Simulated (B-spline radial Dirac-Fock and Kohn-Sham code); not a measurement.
Calculated with an atomic code on a B-spline grid, using multi-electron Dirac-Fock with separately optimised hole states, Breit and Lamb-shift corrections added in first order. Free neutral atoms.

Question: Order these X-ray lines by photon energy, lowest first.
A. Bi Kα1
B. Hg Kα2
C. Nd Kβ3
D. Pm Kα2
E. Ho Kβ2'
F. Pb Kα1

Answer: D (38169.3 eV), C (42162.7 eV), E (55300.4 eV), B (68888.5 eV), F (74964.6 eV), A (77103.2 eV).
